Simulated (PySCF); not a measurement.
## PbCl₃: umbrella–stretch map

Method: UPBE0/[Pb def2-SVP with ECP60, Cl def2-SVP], scalar-relativistic core potentials, density fitting, no spin–orbit coupling, PySCF.

Rigid scan from the doublet minimum (Pb–Cl 2.484 Å (×3); Cl–Pb–Cl 109.8° (×3)). Coordinate: rows: all bonds scaled; columns: angle to the threefold axis. Energies in kJ/mol from the minimum.

Rows run from the largest first scale (top) to the smallest, columns from the smallest angle to the largest. Lower edges of the bins (kJ/mol): '0' 0.17, '1' 0.56, '2' 1.17, '3' 2.14, '4' 3.67, '5' 6.11, '6' 9.97, '7' 16.09, '8' 25.79, '9' 41.16; top 66.
```
988888
865677
730467
754678
988899
```

(1) Give the energies on the grid of the scan.

## Answers

(1) 
```csv
scale \ angle,60,66,72,78,84,90
0.95,50,30,29,40,57,66
0.98,25,7,4,12,24,30
1.00,20,4,0,6,15,19
1.03,27,11,7,10,17,19
1.07,53,39,35,36,39,41
```

The bond scale of lowest energy on the grid is 1.00 at 60°, 1.00 at 66°, 1.00 at 72°, 1.00 at 78°, 1.00 at 84°, 1.00 at 90°.

With an element this heavy the missing spin–orbit coupling can shift these numbers.

Other isomers or separated fragments may lie lower.
